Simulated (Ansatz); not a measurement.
Gas-phase electronic energies from Ansatz, PBE0-D4/def2-TZVP geometries. CBS: MP2 limit from def2 TZ/QZ plus the TZ coupled-cluster correction, frozen cores. This one scheme is used for every species. Functionals use def2-TZVPP. B3LYP here is the variant with VWN-RPA as its local correlation; programs differ in this. HSE06 is defined as in plane-wave codes. No spin–orbit coupling; open shells (•) take unrestricted orbitals.

Consider the hydrogen abstraction from a C–H bond: `C[Si](Cl)(Cl)Cl` + `[OH]`• → `[CH2][Si](Cl)(Cl)Cl`• + H₂O.

```csv
level,ΔE (kcal/mol),difference from CCSD(T)/CBS
LDA (SPW92),-22.1,-5.9
PBE-D4,-16.8,-0.6
revPBE-D4,-15.2,1.0
BLYP-D4,-15.8,0.4
r2SCAN-D4,-15.7,0.5
B97M-V,-12.9,3.3
B3LYP-D4,-14.3,1.9
r2SCANh-D4,-14.9,1.3
HSE06-D4,-14.3,1.9
BHLYP-D4,-11.0,5.2
CAM-B3LYP-D4,-14.5,1.7
ωB97X-V,-12.9,3.3
ωB97M-V,-13.8,2.4
B2PLYP,-14.8,1.4
PBE-QIDH,-14.2,2.0
PBE,-17.1,-0.9
BLYP,-16.4,-0.2
r2SCAN,-15.8,0.4
PBE0,-14.5,1.7
r2SCANh,-15.0,1.2
r2SCAN0,-13.8,2.4
HSE06,-14.5,1.7
BHLYP,-11.3,4.9
CAM-B3LYP,-14.7,1.5
LC-ωPBE,-15.2,1.0
RPA@PBE/def2-TZVPP,-9.9,6.3
HF/def2-SVP,-2.5,13.7
CCSD/def2-SVP,-9.8,6.4
CCSD(T)/def2-SVP,-9.8,6.4
HF/def2-TZVPP,-4.6,11.6
MP2/def2-TZVPP,-17.4,-1.2
SCS-MP2/def2-TZVPP,-15.1,1.1
CCSD/def2-TZVPP,-13.5,2.7
CCSD(T)/def2-TZVPP,-14.0,2.2
HF/def2-QZVPP,-4.9,11.3
MP2/def2-QZVPP,-18.8,-2.6
SCS-MP2/def2-QZVPP,-16.4,-0.2
HF/CBS(def2),-4.9,11.3
MP2/CBS(def2),-19.5,-3.3
CCSD/CBS(def2),-15.6,0.6
CCSD(T)/CBS,-16.2,0
```

Largest T1 diagnostic among the species: 0.010.

At CCSD(T), def2-SVP lies +6.4 kcal/mol from the extrapolated value and def2-TZVPP +2.2 kcal/mol. Leaving LDA and LC-ωPBE aside and taking each functional with its dispersion term where it has one, the values spread over 5.8 kcal/mol, from PBE-D4 to BHLYP-D4. LDA lies −5.0 kcal/mol from PBE without D4. From PBE to PBE0 (25 % exact exchange), in def2-TZVPP and without D4, ΔE moves by +2.6 kcal/mol.
